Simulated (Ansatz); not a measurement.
**GeHF (SMILES [F][GeH]): the energy, rung by rung**

The species is GeHF (3 atoms), meant as a singlet with charge 0. SMILES: `[F][GeH]`. Geometry: relaxed at PBE0-D4/def2-TZVP.

```xyz
3

F     0.6721    1.0126    0.4697
Ge   -0.6579    0.1952   -0.3356
H    -0.0252   -1.2727   -0.1474
```

Each level gives the energy change with the F1–Ge2 bond stretched from 1.757 to 4.391 Å (eV). The values are calculated.

```
                      level                    kind  program  value (eV)  less FCI/STO-3G  CPU time (all runs)
     HF/STO-3G (restricted)            Hartree–Fock   Ansatz       10.24            +6.06               0.33 s
  SVWN5/STO-3G (restricted)                     LDA   Ansatz        7.52            +3.34                6.2 s
 revPBE/STO-3G (restricted)                     GGA   Ansatz        6.91            +2.73                 13 s
   PBE0/STO-3G (restricted)           global hybrid   Ansatz        8.16            +3.98                3.6 s
  HSE06/STO-3G (restricted)  range-separated hybrid   Ansatz        8.08            +3.90                 10 s
  wB97X/STO-3G (restricted)  range-separated hybrid   Ansatz        9.17            +4.99                 28 s
    MP2/STO-3G (restricted)     perturbation theory   Ansatz        3.30            -0.88                1.1 s
CCSD(T)/STO-3G (restricted)   coupled cluster or CI   Ansatz        3.04            -1.14                1.2 s
   CCSD/STO-3G (restricted)   coupled cluster or CI   Ansatz        3.99            -0.19                1.2 s
                 FCI/STO-3G      exact in the basis   Ansatz        4.18             0.00                  3 s
```

FCI/STO-3G is exact within its basis and frozen core, so for wave-function methods in that basis the difference is their error; functionals converge differently with the basis, so for them it is only a difference. A spin-restricted reference rises too steeply as a bond breaks; here HF/STO-3G, SVWN5/STO-3G, revPBE/STO-3G, PBE0/STO-3G, HSE06/STO-3G, wB97X/STO-3G lie well above the multireference or unrestricted value. All-electron rows without a relativistic Hamiltonian named are non-relativistic. The first shape isn't each level's own minimum. The values span 3.04 to 10.24 eV. All rows use very small basis sets, so none should be taken for the real molecule's value. In the correlated wave-function rows the outer d shell of Ge is correlated, in sets not made for it. In so small a basis fixed costs decide the times, and correlated methods can beat functionals. Times are those of the runs behind each value, whatever else they computed, on shared processors of several kinds: orders of magnitude only.
